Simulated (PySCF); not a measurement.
A PySCF script (with the pyscf-properties extension) for the NMR shieldings of `FCC[C@@H]([SiH2]N=C)C`, C5H12FNSi, on a GFN2-xTB geometry:

```python
import basis_set_exchange as bse
import numpy as np
from pyscf import gto, dft
from pyscf.prop import nmr

atoms = """
C     2.578556    1.875928   -0.514027
N     1.608141    1.341578    0.059550
Si    1.276744   -0.249148    0.634241
C    -0.297991   -0.839326   -0.278503
C    -0.516984   -2.325436   -0.002555
C    -1.553506   -0.062707    0.121590
C    -1.549348    1.363962   -0.403152
F    -2.722743    2.000186   -0.058449
H     2.525972    2.929897   -0.776435
H     3.505792    1.362480   -0.782719
H     1.014270   -0.035855    2.056320
H     2.329393   -1.258147    0.443302
H    -0.162949   -0.717646   -1.359215
H    -0.688230   -2.494647    1.058264
H    -1.383438   -2.697589   -0.548385
H     0.348801   -2.910376   -0.303143
H    -1.651480   -0.040674    1.208905
H    -2.438711   -0.568578   -0.277442
H    -0.732032    1.950757    0.022745
H    -1.495407    1.386017   -1.497259
"""
names = dict.fromkeys(["C", "N", "Si", "F", "H"], "pcSseg-1")
basis = {el: gto.basis.parse(bse.get_basis(n, elements=[el], fmt="nwchem")) for el, n in names.items()}
mol = gto.M(atom=atoms, basis=basis, charge=0, verbose=0)
mf = dft.RKS(mol, xc="PBE0")
mf.grids.level = 2
mf.grids.alignment = dft.numint.BLKSIZE   # the property module wants whole blocks of grid points
mf.conv_tol = 1e-9
mf.kernel()

calc = nmr.RKS(mf)   # GIAO
C = mf.mo_coeff
Co = C[:, mf.mo_occ > 0]
resp = mf.gen_response(singlet=True, hermi=2)
def vind(x):   # induced exchange potential for any number of trial vectors
    d = np.einsum("pi,xij,qj->xpq", C, 2 * x.reshape(-1, C.shape[1], Co.shape[1]), Co, optimize=True)
    return np.einsum("xpq,pi,qj->xij", resp(d - d.transpose(0, 2, 1)), C, Co, optimize=True).ravel()
mo1, _ = nmr.rhf.solve_mo1(calc, with_cphf=vind)
sigma = calc.kernel(mo1)
for i, s in enumerate(sigma):   # ppm
    print("%2d %-2s %9.2f" % (i, mol.atom_pure_symbol(i), np.trace(s) / 3))
```

Question: What are the results?

Answer: 
```
 0 C      14.87
 1 N    -155.70
 2 Si    369.83
 3 C     167.01
 4 C     167.81
 5 C     144.59
 6 C      99.70
 7 F     415.19
 8 H      23.13
 9 H      23.02
10 H      26.79
11 H      26.84
12 H      31.08
13 H      30.71
14 H      30.40
15 H      30.40
16 H      29.57
17 H      29.67
18 H      25.74
19 H      27.30
```

These numbers come from an equivalent density-fitted implementation of the same equations, which agrees with the script to about 0.01 ppm for H and up to a few tenths of a ppm for heavy atoms, so last digits may differ.

Question: Turn these shieldings into chemical shifts. Scale: 13C (σ = 186.93 ppm), 29Si (σ = 349.16 ppm), 1H (σ = 31.72 ppm) against TMS; 15N (σ = 267.73 ppm) against NH3; 19F (σ = 170.95 ppm) against CFCl3 (reference shieldings calculated alike).

Answer: Averaging equivalent atoms: C 0: 172.1; C 6: 87.2; C 5: 42.3; C 3: 19.9; C 4: 19.1; N 1: 423.4; Si 2: -20.7; F 7: -244.2; H 9: 8.70; H 8: 8.58; H 18: 5.97; H 10: 4.92; H 11: 4.87; H 19: 4.41; H 16: 2.15; H 17: 2.04; H 13/14/15: 1.22; H 12: 0.64 ppm. Unscaled 19F shifts against computed CFCl3 carry errors that often reach 10 to 50 ppm. Experimental scales use liquid or dissolved standards, which lie at an offset from isolated NH3 (liquid NH3: subtract about 20 ppm). Unscaled 15N shifts of sp2 nitrogen come out 20 to 40 ppm too high even then.

Size and cost of the density-fitted run: 203 basis functions, 40 s wall time on 1 thread of an Arm Neoverse V2, shared host; peak memory 0.91 GiB.
